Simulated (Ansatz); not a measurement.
Consider the substitution at a C–N bond: `CCNCF` + `C[Si](O)(F)Cl` → `CCO[Si](C)(F)Cl` + `NCF`.

Isolated molecules relaxed with PBE0-D4/def2-TZVP in Ansatz; ΔE leaves out vibrations. CBS: MP2 limit from def2 TZ/QZ plus the TZ coupled-cluster correction, frozen cores. DFT in def2-TZVPP. B3LYP here is the variant with VWN-RPA as its local correlation; programs differ in this. One conformer a species, not always the lowest.

| level | ΔE (kJ/mol) | difference from CCSD(T)/CBS |
| --- | --- | --- |
| PBE-D4 | 13.1 | -2.2 |
| r2SCAN-D4 | 12.7 | -2.6 |
| PBE0-D4 | 13.6 | -1.7 |
| B3LYP-D4 | 8.4 | -6.9 |
| ωB97M-V | 12.8 | -2.5 |
| B2PLYP | 12.5 | -2.8 |
| r2SCAN | 13.6 | -1.7 |
| PBE0 | 15.3 | 0.0 |
| B3LYP | 10.7 | -4.6 |
| SCS-MP2/def2-TZVPP | 13.9 | -1.4 |
| CCSD/def2-TZVPP | 13.6 | -1.7 |
| CCSD(T)/def2-TZVPP | 14.1 | -1.2 |
| MP2/def2-QZVPP | 17.8 | 2.5 |
| SCS-MP2/def2-QZVPP | 14.7 | -0.6 |
| HF/CBS(def2) | 6.1 | -9.2 |
| CCSD/CBS(def2) | 14.8 | -0.5 |
| CCSD(T)/CBS | 15.3 | 0 |

Largest T1 diagnostic among the species: 0.011.

In def2-TZVPP, CCSD(T) changes the Hartree–Fock value by +7.8 kJ/mol (the triples alone add +0.5 kJ/mol) and MP2 by +10.8 kJ/mol.
